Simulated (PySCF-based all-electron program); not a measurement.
# MoNF3, singlet: all-electron forces

All-electron Kohn–Sham DFT on the free molecule, computed near the basis limit with an in-house program on PySCF integrals; Koelling–Harmon scalar relativity, no spin–orbit coupling, spin-restricted. Forces are good to about 0.011 eV/Å. In part, a faulty basis table may shift these forces by a few meV per angstrom. Atoms are numbered as listed.

Shape A:

```tsv
atom	x (Å)	y (Å)	z (Å)
Mo	0.0000	0.0000	0.0000
N	0.0000	0.0000	1.6410
F	1.7947	0.0000	-0.4809
F	-0.8973	1.5542	-0.4809
F	-0.8973	-1.5542	-0.4809
```

PBE forces:

```json
{"atom": "Mo1", "Fx": "0.000", "Fy": "0.000", "Fz (eV/Å)": "0.214"}
{"atom": "N2", "Fx": "0.000", "Fy": "0.000", "Fz (eV/Å)": "-0.177"}
{"atom": "F3", "Fx": "-0.006", "Fy": "0.000", "Fz (eV/Å)": "-0.012"}
{"atom": "F4", "Fx": "0.003", "Fy": "-0.005", "Fz (eV/Å)": "-0.012"}
{"atom": "F5", "Fx": "0.003", "Fy": "0.005", "Fz (eV/Å)": "-0.012"}
```

Question: What forces does r2SCAN give in shape A?

Answer: The forces move by 0.526 eV/Å (r.m.s. over the atoms) from PBE.

```csv
atom,Fx,Fy,Fz (eV/Å)
Mo1,0.000,0.000,0.744
N2,0.000,0.000,-0.988
F3,-0.379,0.000,0.081
F4,0.190,-0.328,0.081
F5,0.190,0.328,0.081
```

Shape B:

```
atom    x (Å)    y (Å)    z (Å)
  Mo   0.0000   0.0000   0.0000
   N   0.0000   0.0000   1.4769
   F   1.7947   0.0000  -0.4809
   F  -0.8973   1.5542  -0.4809
   F  -0.8973  -1.5542  -0.4809
```

Against shape A, Mo1–N2 goes from 1.641 to 1.477 Å.

PBE forces:

| atom | Fx | Fy | Fz (eV/Å) |
| --- | --- | --- | --- |
| Mo1 | 0.000 | 0.000 | -13.185 |
| N2 | 0.000 | 0.000 | 13.373 |
| F3 | 0.377 | 0.000 | -0.063 |
| F4 | -0.188 | 0.326 | -0.063 |
| F5 | -0.188 | -0.326 | -0.063 |

Question: What forces does r2SCAN give in shape B?

Answer: The forces move by 0.545 eV/Å (r.m.s. over the atoms) from PBE.

```
atom      Fx      Fy  Fz (eV/Å)
 Mo1   0.000   0.000    -12.621
  N2   0.000   0.000     12.510
  F3   0.016   0.000      0.037
  F4  -0.008   0.013      0.037
  F5  -0.008  -0.013      0.037
```
